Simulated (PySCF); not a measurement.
# Cl (chlorine, neutral): B3LYP calculation

Configuration: [Ne] 3s1 3p6, 2S determinant (an excited configuration). Computed with PySCF 2.14 in aug-cc-pV(Q+d)Z with one added diffuse shell each of s, p, d, f, g type (8s7p6d4f3g, 114 functions), with no relativity, point nucleus.

```
Total energy                                     : -459.7146 hartree
One-electron energy                              : -633.7788 hartree
Hartree (Coulomb) energy                         : 202.1607 hartree
Exchange-correlation energy                      : -28.0966 hartree
Kinetic energy                                   : 458.48157 hartree
⟨S²⟩                                             : 0.7553
⟨L²⟩                                             : 0.000
Sum of ⟨r⟩                                       : 15.99 bohr
Sum of ⟨r²⟩                                      : 28.49 bohr²
Density at the nucleus (Gaussians lack the cusp) : 3180 bohr⁻³
Spin density at the nucleus                      : 11.7 bohr⁻³
Langevin diamagnetic susceptibility              : -22.6 ×10⁻⁶ cm³/mol
```

```csv
shell,electrons,mean orbital energy (hartree),"rms radius, mean of both spins (bohr)"
1s α,1,-101.67432,0.106
1s β,1,-101.66134,0.106
2s α,1,-9.57346,0.486
2s β,1,-9.55589,0.486
2p α,3,-7.33176,0.454
2p β,3,-7.31883,0.454
3s α,1,-0.88350,1.64
3p α,3,-0.40322,2.00
3p β,3,-0.35065,2.00
```
